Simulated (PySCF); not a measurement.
Compound: C5H8AlN.
SMILES: `[AlH3-][N+]1=CC=CC=C1`

The closed-shell ground state was solved at several levels (PySCF, density fitting, gas phase, non-relativistic). Geometry: GFN2-xTB; no solvent, vibrations or thermal averaging.

```json
{"level": "PBE0/pcSseg-1", "basis functions": "166", "HOMO (eV)": "-7.14", "LUMO (eV)": "-2.09", "gap (eV)": "5.05", "dipole (D)": "7.00"}
{"level": "PBE0/def2-SVPD", "basis functions": "208", "HOMO (eV)": "-7.11", "LUMO (eV)": "-2.09", "gap (eV)": "5.02", "dipole (D)": "6.90"}
```

(1) What might B3LYP/def2-SVPD (208 basis functions) give for the same quantities?

(2) Over all these levels, which gives the widest orbital gap and which the narrowest?

(3) How far do the dipole and the HOMO energy spread over the levels?

Results:

(1) HOMO -6.93 eV, LUMO -2.28 eV, gap 4.65 eV, dipole 6.92 D.

(2) PBE0/pcSseg-1 (global hybrid, 25 % exact exchange) has the widest, 5.05 eV, and B3LYP/def2-SVPD (global hybrid, 20 % exact exchange) the narrowest, 4.65 eV. Functional and basis both differ between the two, so the spread mixes both effects.

(3) The dipole runs from 6.90 to 7.00 D (mean 6.94 D) and the HOMO from -7.14 to -6.93 eV.
